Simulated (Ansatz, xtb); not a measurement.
## Relative energy of two isomers of BF3H2Si

Structure X: `F[SiH2]B(F)F`, a singlet. Structure Y: `FB[SiH](F)F`, a singlet. Both are isolated molecules in the gas phase, relaxed with PBE0-D3(BJ)/def2-SVP; the shapes shown needn't be the lowest conformers.

X (Å):

```yaml
atoms:
  - { symbol: B, position_ang: [-0.3189, 0.0265, -0.0940] }
  - { symbol: F, position_ang: [-2.6334, -1.7135, -0.8457] }
  - { symbol: F, position_ang: [0.9752, 0.2042, 0.0968] }
  - { symbol: F, position_ang: [-1.0998, 1.0630, 0.1213] }
  - { symbol: Si, position_ang: [-1.0138, -1.7850, -0.6922] }
  - { symbol: H, position_ang: [-0.6774, -2.8352, 0.3125] }
  - { symbol: H, position_ang: [-0.4276, -2.1637, -2.0108] }
```

Y (Å):

```xyz
7

B    -1.0296   -1.5465    1.4852
F    -1.6356   -1.9252    2.5914
F     0.4930    0.8679    0.7054
F     1.0120   -0.0211    3.1000
Si    0.7011   -0.4814    1.5797
H    -1.5389   -1.8719    0.4338
H     1.9101   -1.1736    1.0579
```

**Question.** Estimate E(Y) − E(X) at the level CCSD(T)/def2-SVP + ΔMP2/def2-TZVPP.

**Answer.** Calculated at CCSD(T)/def2-SVP + ΔMP2/def2-TZVPP: E(Y) − E(X) = +0.223 eV, so structure X lies lower.

How the difference moves with the method:

```json
{"level": "PBE0-D3(BJ)/def2-SVP", "geometry": "PBE0-D3(BJ)/def2-SVP", "E(Y) − E(X) (eV)": "+0.507", "departure from the last row (eV)": "+0.285", "job, with rough time for the two": "optimisation, 54 s"}
{"level": "HF/def2-SVP", "geometry": "PBE0-D3(BJ)/def2-SVP", "E(Y) − E(X) (eV)": "+0.408", "departure from the last row (eV)": "+0.185", "job, with rough time for the two": "part of the CCSD(T) run"}
{"level": "MP2/def2-SVP", "geometry": "PBE0-D3(BJ)/def2-SVP", "E(Y) − E(X) (eV)": "+0.442", "departure from the last row (eV)": "+0.219", "job, with rough time for the two": "part of the CCSD(T) run"}
{"level": "CCSD(T)/def2-SVP", "geometry": "PBE0-D3(BJ)/def2-SVP", "E(Y) − E(X) (eV)": "+0.462", "departure from the last row (eV)": "+0.239", "job, with rough time for the two": "single point"}
{"level": "CCSD(T)/def2-SVP + ΔMP2/def2-TZVPP", "geometry": "PBE0-D3(BJ)/def2-SVP", "E(Y) − E(X) (eV)": "+0.223", "departure from the last row (eV)": "", "job, with rough time for the two": "single point, 18 s"}
```

As drawn, Y has 1 F–Si, 1 B–H in place of 1 B–F, 1 Si–H.

None of the levels shown reverses the order. The largest departure from CCSD(T)/def2-SVP + ΔMP2/def2-TZVPP is that of PBE0-D3(BJ)/def2-SVP, 0.285 eV. Levels run at GFN2-xTB geometries aren't shown. The last row adds to CCSD(T) the change of the MP2 difference between the two basis sets, here −0.239 eV, a large step that makes the value less sure.

With harmonic frequencies from PBE0-D3(BJ)/def2-SVP (ideal gas, rigid rotor, one conformer each, 298.15 K, 1 atm): on the last row, ΔE + ΔZPE = +0.236 eV. A mode under 50 cm⁻¹ makes harmonic enthalpies and free energies unreliable, so none is given.

The correlated steps freeze 9 core orbitals. Codes used: Ansatz 0.2.0; the last row on 1 thread of Intel(R) Xeon(R) 6975P-C (Granite Rapids) on a shared host.
